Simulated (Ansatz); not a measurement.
Mean bond length (Å) of eight silicon and germanium compounds: PBE-D3(BJ) beside PBE0-D3(BJ), computed with Ansatz (a program for electronic structure) for isolated molecules in the bases named; differences from unrounded values. The eight are the first of their class met in an unordered collection, after screening for sound electronic states; none was chosen by its value. Each level has its own optimised geometry.

| molecule | basis | PBE0-D3(BJ) | PBE-D3(BJ) | difference |
|---|---|---|---|---|
| N-(silylmethyl)propan-1-amine (C4H13NSi), SMILES C(NC[SiH3])CC | def2-SVP | 1.293 | … | … |
| ClGeH6NSi, SMILES Cl[Si@H](N)[GeH3] | def2-SVP | 1.592 | … | … |
| GeH8N2Si, SMILES [SiH2]([GeH2][NH2])N | def2-SVP | 1.466 | 1.479 | 0.013 |
| C₂H₇NSi₂, SMILES N[Si@@H]1C=C[SiH2]1 | def2-SVP | 1.494 | 1.505 | 0.011 |
| Ge(F)(OH)2(NH2) (FGeH₄NO₂), SMILES [NH2][Ge]([OH])([OH])[F] | def2-SVP | 1.375 | … | … |
| Si(F)(Me)(SH)2 (CH5FS2Si), SMILES C[Si](F)(S)S | def2-SVP | 1.528 | 1.540 | 0.012 |
| C3H6FNSi, SMILES F[C@@H]1CN=C1[SiH3] | def2-SVP | 1.405 | 1.416 | 0.011 |
| C3H6F2Si, SMILES C/C(F)=C/[SiH2]F | def2-SVP | 1.366 | 1.376 | 0.011 |

### Question
What belongs in the gaps? (The exact figures need the calculation; the answer reports its results.)

### Answer

- N-(silylmethyl)propan-1-amine (C4H13NSi), SMILES C(NC[SiH3])CC, PBE-D3(BJ): 1.303
- N-(silylmethyl)propan-1-amine (C4H13NSi), SMILES C(NC[SiH3])CC, difference: 0.009
- ClGeH6NSi, SMILES Cl[Si@H](N)[GeH3], PBE-D3(BJ): 1.604
- ClGeH6NSi, SMILES Cl[Si@H](N)[GeH3], difference: 0.012
- Ge(F)(OH)2(NH2) (FGeH₄NO₂), SMILES [NH2][Ge]([OH])([OH])[F], PBE-D3(BJ): 1.392
- Ge(F)(OH)2(NH2) (FGeH₄NO₂), SMILES [NH2][Ge]([OH])([OH])[F], difference: 0.018

PBE-D3(BJ) lies below PBE0-D3(BJ) in 0 and above it in 8 of the eight; the mean signed difference is 0.012 and the largest 0.018 Å.
